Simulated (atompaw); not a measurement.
tin (Sn): variants of one PAW (atompaw) potential

Base potential:

* Element: Sn
* Generator: atompaw 4.2.0.5
* Type: PAW
* Functional: PBE
* Relativity: scalar-relativistic
* Frozen core: [Kr]
* Valence charge: 14
* Reference configuration: 4d10 5s1.75 5p2.25
* Partial waves: 5s (bound): rc 2.80 bohr; 5s channel at 1.3 Ry: rc 2.80 bohr; 5p (bound): rc 2.80 bohr; 5p channel at 0.5 Ry: rc 2.80 bohr; 4d (bound): rc 2.80 bohr; 4d channel at -1.35 Ry: rc 2.80 bohr
* Local potential: bessel scheme, radius 2.80 bohr
* Core correction: smooth core density matched at 1.90 bohr
* Augmentation charge: sinc compensation charge, radius 2.30 bohr; PAW radius 2.80 bohr; waves and projectors: custom rrkj vanderbiltortho

Cutoffs, loose and tight: the cutoffs (Ry, on a coarse ladder) from which the occupation-weighted sum of valence levels, in a spherical-Bessel basis at the reference potential, stays within 10 and 1 mRy of its value at 400 Ry. They see the waves, projectors and local potential, not the compensation charge or the core. A dash means not determined.

| change | outcome | cutoff, loose | cutoff, tight | bound ghosts |
| --- | --- | --- | --- | --- |
| base | generated | 12 Ry | 18 Ry | none |
| all radii scaled by about 0.76 (s 2.14, p 2.14, d 2.14 bohr); local potential bessel scheme, radius 2.14 bohr; augmentation sinc compensation charge, radius 1.76 bohr; PAW radius 2.14 bohr; waves and projectors: custom rrkj vanderbiltortho; core correction smooth core density matched at 1.46 bohr | generated | 25 Ry | 40 Ry | none |
| all radii scaled by about 0.80 (s 2.24, p 2.24, d 2.24 bohr); local potential bessel scheme, radius 2.24 bohr; augmentation sinc compensation charge, radius 1.84 bohr; PAW radius 2.24 bohr; waves and projectors: custom rrkj vanderbiltortho; core correction smooth core density matched at 1.52 bohr | generated | 21 Ry | 35 Ry | none |
| all radii scaled by about 0.89 (s 2.48, p 2.48, d 2.48 bohr); local potential bessel scheme, radius 2.48 bohr; augmentation sinc compensation charge, radius 2.04 bohr; PAW radius 2.48 bohr; waves and projectors: custom rrkj vanderbiltortho; core correction smooth core density matched at 1.68 bohr | generated | 18 Ry | 30 Ry | none |
| all radii scaled by about 0.94 (s 2.64, p 2.64, d 2.64 bohr); local potential bessel scheme, radius 2.64 bohr; augmentation sinc compensation charge, radius 2.18 bohr; PAW radius 2.64 bohr; waves and projectors: custom rrkj vanderbiltortho; core correction smooth core density matched at 1.80 bohr | generated | 15 Ry | 25 Ry | none |
| all radii scaled by about 1.19 (s 3.32, p 3.32, d 3.32 bohr); local potential bessel scheme, radius 3.32 bohr; augmentation sinc compensation charge, radius 2.72 bohr; PAW radius 3.32 bohr; waves and projectors: custom rrkj vanderbiltortho; core correction smooth core density matched at 2.26 bohr | generated | 8 Ry | 10 Ry | none |
| all radii scaled by about 1.24 (s 3.46, p 3.46, d 3.46 bohr); local potential bessel scheme, radius 3.46 bohr; augmentation sinc compensation charge, radius 2.84 bohr; PAW radius 3.46 bohr; waves and projectors: custom rrkj vanderbiltortho; core correction smooth core density matched at 2.34 bohr | generated | 8 Ry | 10 Ry | none |

(1) What comes out with this change to the base: all radii scaled by about 1.29 (s 3.62, p 3.62, d 3.62 bohr); local potential bessel scheme, radius 3.62 bohr; augmentation sinc compensation charge, radius 2.98 bohr; PAW radius 3.62 bohr; waves and projectors: custom rrkj vanderbiltortho; core correction smooth core density matched at 2.46 bohr?

(2) What comes out with this change to the base: all radii scaled by about 1.11 (s 3.12, p 3.12, d 3.12 bohr); local potential bessel scheme, radius 3.12 bohr; augmentation sinc compensation charge, radius 2.56 bohr; PAW radius 3.12 bohr; waves and projectors: custom rrkj vanderbiltortho; core correction smooth core density matched at 2.12 bohr?

(3) What comes out with this change to the base: all radii scaled by about 1.04 (s 2.92, p 2.92, d 2.92 bohr); local potential bessel scheme, radius 2.92 bohr; augmentation sinc compensation charge, radius 2.40 bohr; PAW radius 2.92 bohr; waves and projectors: custom rrkj vanderbiltortho; core correction smooth core density matched at 1.98 bohr?

Answers

(1) outcome: generated; cutoff, loose: 6 Ry; cutoff, tight: 8 Ry; bound ghosts: none.

(2) outcome: generated; cutoff, loose: 10 Ry; cutoff, tight: 12 Ry; bound ghosts: none.

(3) outcome: generated; cutoff, loose: 12 Ry; cutoff, tight: 15 Ry; bound ghosts: none.

Reading the sweep of the scale of all radii (base = 1) (base included, trends over the rows without a ghost): The loose cutoff falls from 25 Ry at 0.76 to 6 Ry at 1.29. A larger radius leaves more room for a smooth pseudo-wave, so fewer plane waves are needed; a smaller one forces it to follow the all-electron wave where it bends sharply.
